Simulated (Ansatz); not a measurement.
## Ligand exchange: C2H8N2 + C2H6GeO → C2H7NO + C2H7GeN

Species: C2H8N2 (ethylenediamine) `NCCN`, singlet; C2H6GeO `C[CH2][Ge][OH]`, singlet; C2H7NO (ethanolamine) `NCCO`, singlet; C2H7GeN `C[CH2][Ge][NH2]`, singlet. The partners trade NH2 for OH: C–NH2 and Ge–OH bonds give way to C–OH and Ge–NH2.

Shapes, held fixed at every level: PBE0-D4/def2-TZVP. Flexible molecules stand in one conformer, not always the lowest. Programs: Ansatz 0.2.0. The zero-point and thermal change to 298 K, harmonic and unscaled (PBE0-D4/def2-TZVP), is +0.4 kJ/mol.

```csv
level,kind,ΔH(298 K) (kJ/mol),less CCSD(T)/def2-TZVPP
HF/def2-TZVPP,Hartree–Fock,+14.1,-4.2
PBE-D4/def2-TZVPP,GGA,+22.6,+4.3
BHLYP-D4/def2-TZVPP,global hybrid,+17.7,-0.6
wB97M-V/def2-TZVPP,range-separated hybrid,+21.0,+2.7
wB97X-V/def2-TZVPP,range-separated hybrid,+20.6,+2.3
CCSD/def2-SVP,coupled cluster or CI,+15.0,-3.3
CCSD/def2-TZVPP,coupled cluster or CI,+17.5,-0.8
CCSD(T)/def2-TZVPP,coupled cluster or CI,+18.3,0.0
```

The highest level, CCSD(T)/def2-TZVPP, gives ΔH(298 K) = +18.3 kJ/mol; the levels span +14.1 to +22.6. The column of differences is taken from that level and isn't an error. No measured value is set beside it here. Relativity is left out for Ge unless named. Correlated rows may include outer-core shells of Ge, which these sets cover unevenly.
